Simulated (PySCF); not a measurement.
**Where the electron goes**

Compound: selenium dioxide, SeO2.
Z-matrix (Å and degrees, PBE0-D3(BJ)/def2-SVP geometry), rows numbered from 1:
```
O 
Se  1  1.6028
O   2  1.6029  1  115.02
```

Computed with TDDFT PBE0/def2-SVPD, vertical, gas phase, core orbitals frozen in the response (PySCF 2.14.0, density-fitted response routines). Relativistic effects, spin–orbit coupling among them, are left out although an element past zinc is present.

Frontier orbitals with the atoms that hold most of them (Löwdin shares over 4%, at most four atoms; ? is withheld):

```csv
orbital,ε (eV),atoms
LUMO+2,0.01,"Se2 72%, O1 14%, O3 14%"
LUMO+1,-0.30,"Se2 67%, O3 17%, O1 17%"
LUMO,?,?
HOMO,-9.39,?
HOMO-1,-9.79,"O1 47%, O3 47%, Se2 6%"
HOMO-2,-10.04,"O3 45%, O1 45%, Se2 11%"
HOMO-3,-12.83,"Se2 39%, O1 31%, O3 31%"
```

Problem. Give the leading atoms of the LUMO.

Solution. Se2 (bonded to 2 O) 48%; O3 (bonded to Se) 26%; O1 (bonded to Se) 26%. By element: oxygen 52%, selenium 48%.

Problem. Which atoms hold the HOMO, and with what shares?

Solution. O3 (bonded to Se) 36%; O1 (bonded to Se) 36%; Se2 (bonded to 2 O) 28%. By element: oxygen 72%, selenium 28%.

Problem. What is the LUMO energy, and the HOMO–LUMO gap?

Solution. ε(LUMO) = -4.30 eV; the gap is 5.09 eV (0.1870 hartree).

Problem. How does S1 compare with the orbital gap of 5.09 eV?

Solution. S1 is at 3.16 eV (f = 0.0029), 1.93 eV below the gap, made of HOMO→LUMO (99%). 

Problem. Give energy, strength and leading configuration of S1, S2, S3 and S6, and follow the Löwdin shares of the leading atoms from the occupied to the empty orbital.

Solution. 
- S1 (3.16 eV, f 0.0029), HOMO→LUMO (99%): O3 36% → 26%, O1 36% → 26%, Se2 28% → 48%
- S2 (3.33 eV, f 0.0000), HOMO-1→LUMO (100%): O1 47% → 26%, O3 47% → 26%, Se2 6% → 48%
- S3 (5.07 eV, f 0.049), HOMO-2→LUMO (87%): O3 45% → 26%, O1 45% → 26%, Se2 11% → 48%
- S6 (7.40 eV, f 0.023), HOMO→LUMO+1 (79%): O3 36% → 17%, O1 36% → 17%, Se2 28% → 67%

Löwdin shares depend on the basis, the more so with diffuse functions.
